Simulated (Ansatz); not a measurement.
Reaction (redistribution): `[SiH3][SiH2]Br` + `F[Si@H](Cl)[C@H]1BO1` → `F[SiH](Cl)[SiH2][SiH3]` + `BrC1BO1`

Program: Ansatz. Geometries: PBE0-D4/def2-TZVP. ΔE: electronic, gas phase. CCSD(T)/CBS adds triple-zeta CCSD(T) − MP2 to the extrapolated MP2 energy (def2 sets, frozen cores). DFT in def2-TZVPP. For Br outer-core shells are correlated without core-valence functions, which leaves a few kJ/mol of doubt a bond. Scalar relativity is left out up to krypton. One conformer a species, not always the lowest.

| level | ΔE (kJ/mol) |
| --- | --- |
| PBE-D4 | 125.6 |
| r2SCAN-D4 | 142.2 |
| B2PLYP | 147.2 |
| r2SCAN | 142.4 |
| PBE0 | 136.7 |
| HF/def2-TZVPP | 165.6 |
| HF/def2-QZVPP | 166.1 |
| SCS-MP2/def2-QZVPP | 155.0 |

What does CCSD(T)/CBS give? (Estimate.)

The calculation gave: +149.6 kJ/mol. The listed levels differ from it by -24.0, -7.4, -2.4, -7.2, -12.9, 16.0, 16.5, 5.4 kJ/mol.

Largest T1 diagnostic among the species: 0.014.

In def2-TZVPP, CCSD(T) changes the Hartree–Fock value by −20.6 kJ/mol (the triples alone add −3.5 kJ/mol) and MP2 by −12.0 kJ/mol. From PBE to PBE0 (25 % exact exchange), in def2-TZVPP and without D4, ΔE moves by +10.6 kJ/mol.
